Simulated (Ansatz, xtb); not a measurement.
Ranking isomers of C4H5ClN2

4 gas-phase structures of C4H5ClN2, from a drawn sample of its isomers (lower ones may exist). Each was relaxed with GFN2-xTB:

A. `Cn1cncc1Cl`, a singlet
B. `Cn1cc(Cl)cn1`, a singlet
C. `Cn1nccc1Cl`, a singlet
D. `Cn1cnc(Cl)c1`, a singlet

Question: Which do you expect lowest at r2SCAN-D4/def2-SVP, and how would the others follow?

Answer: Calculated order at r2SCAN-D4/def2-SVP: D (0.000), A (0.012), C (0.397), B (0.452) eV. Less than 1 kcal/mol parts D and A, so the order within that pair means little.

Energies above the lowest of each column, in eV; the last columns are at B3LYP/def2-SVP geometries (a dash: not run or not comparable):

```json
{"structure": "D", "GFN2-xTB": "0.009", "HF/STO-3G": "0.000", "r2SCAN-D4/def2-SVP": "0.000", "B3LYP/def2-SVP": "0.000", "CCSD(T)/def2-SVP + ΔMP2/def2-TZVPP": "0.000"}
{"structure": "A", "GFN2-xTB": "0.000", "HF/STO-3G": "0.055", "r2SCAN-D4/def2-SVP": "0.012", "B3LYP/def2-SVP": "0.063", "CCSD(T)/def2-SVP + ΔMP2/def2-TZVPP": "0.045"}
{"structure": "C", "GFN2-xTB": "0.459", "HF/STO-3G": "0.352", "r2SCAN-D4/def2-SVP": "0.397", "B3LYP/def2-SVP": "0.471", "CCSD(T)/def2-SVP + ΔMP2/def2-TZVPP": "0.448"}
{"structure": "B", "GFN2-xTB": "0.486", "HF/STO-3G": "0.330", "r2SCAN-D4/def2-SVP": "0.452", "B3LYP/def2-SVP": "0.497", "CCSD(T)/def2-SVP + ΔMP2/def2-TZVPP": "–"}
```

Every level run on D puts it lowest or level with the lowest. Some further structures that were screened fall inside this span and aren't listed. Frequencies (GFN2-xTB) were run for A, C, D alone. ΔMP2 is the change of the MP2 energy from the smaller to the larger basis.

Over these structures GFN2-xTB departs from r2SCAN-D4/def2-SVP by 0.025 eV on average once a common shift is removed. A GFN2-xTB relaxation took about 0.13 s and the r2SCAN-D4/def2-SVP energy about 2.9 s on a shared host (Ansatz 0.2.0, xtb 6.7.1).
